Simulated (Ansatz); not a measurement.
Gas-phase electronic energies from Ansatz, PBE0-D4/def2-TZVP geometries. CCSD(T)/CBS is the MP2 limit (def2-TZVPP, def2-QZVPP) plus CCSD(T) − MP2 in def2-TZVPP, frozen cores. Functionals use def2-TZVPP. Each species was taken in one conformer, which may not be the lowest.

Reaction (redistribution): `F[Si]1(Cl)CCO1` + `N[SiH](S)Cl` → `N[Si]1(F)CCO1` + `S[SiH](Cl)Cl`

`F[Si]1(Cl)CCO1`:

```xyz
10

F    -2.241   -0.939    0.499
Si   -0.750   -0.483    0.773
Cl   -0.253   -1.297    2.565
C     0.451   -0.530   -0.633
C     0.421    1.001   -0.427
O    -0.529    1.139    0.673
H     0.059   -0.862   -1.592
H     1.417   -0.994   -0.445
H     0.043    1.549   -1.291
H     1.383    1.414   -0.120
```

`N[SiH](S)Cl`:

Cartesian coordinates in Å:
```
N 0.808 -0.658 0.965
Si 0.021 0.420 -0.079
S -0.304 -0.665 -1.875
Cl -1.809 1.143 0.563
H 1.349 -0.317 1.743
H 0.447 -1.584 1.128
H 0.875 1.616 -0.217
H -1.387 0.045 -2.227
```

`N[Si]1(F)CCO1`:

```xyz
12

N     1.048    1.394    1.259
Si    0.206    0.023    0.762
F    -0.246   -0.672    2.124
C    -1.097   -0.047   -0.569
C    -0.095   -1.018   -1.221
O     1.019   -0.956   -0.288
H     1.059    1.709    2.213
H     1.635    1.937    0.651
H    -2.057   -0.488   -0.304
H    -1.261    0.866   -1.140
H     0.250   -0.701   -2.207
H    -0.462   -2.045   -1.281
```

`S[SiH](Cl)Cl`:

Z-matrix (Å, degrees):
```
Si
Cl 1 2.036
Cl 1 2.042 2 110.0
S 1 2.113 2 105.8 3 121.1
H 1 1.474 2 109.1 3 -116.8
H 4 1.346 1 92.9 2 -178.6
```

```tsv
level	ΔE (kcal/mol)
ωB97M-V	0.0
CCSD(T)/def2-TZVPP	0.1
```

**Question.** What does CCSD(T)/CBS give? (Best estimate.)

**Answer.** Computed: -0.2 kcal/mol. The listed levels differ from it by 0.2, 0.3 kcal/mol.

Largest T1 diagnostic among the species: 0.011.
